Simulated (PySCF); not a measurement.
## From a computed spectrum to the compound

A species of 7 atoms with charge 1 has these harmonic modes (PBE0, small Gaussian bases with core potentials, PySCF 2.14.0):

```
cm⁻¹  km/mol  symmetry
 144     0.0         a
 204     0.0         a
 266     4.9         b
 388    28.5         b
 477    38.4         a
 599     0.1         a
 620   446.6         b
 634   141.9         b
 650    36.2         a
1504    42.2         b
1515    36.9         a
3534   142.2         b
3540    71.2         a
3615    64.1         b
3617    52.3         a
```

(1) Which species is it, and in which structure?

## Answers

(1) [Lu(NH2)2]+ (singlet in the valence; each metal's 4f electrons, 14 of them, lie in its core potential, out of spins and levels):
```xyz
7

Lu    0.0000    0.0000   -0.1971
N     1.6067    0.1627    1.0256
H     1.5336    0.1701    2.0452
H     2.6011    0.2528    0.8095
N    -1.6067   -0.1627    1.0256
H    -1.5336   -0.1701    2.0452
H    -2.6011   -0.2528    0.8095
```
Ideal gas at 298.15 K and 1 bar: S = 314.5 J/(mol K), Cp = 84.9 J/(mol K), H − H(0 K) = 17.4 kJ/mol (rigid rotor, harmonic modes, spin degeneracy alone, that of the 4f electrons in the core included). An lcecp potential fixes the number of 4f electrons, so in runs with it no electron can move into or out of that shell.
 The answer isn't unique; the calculation gave this one.
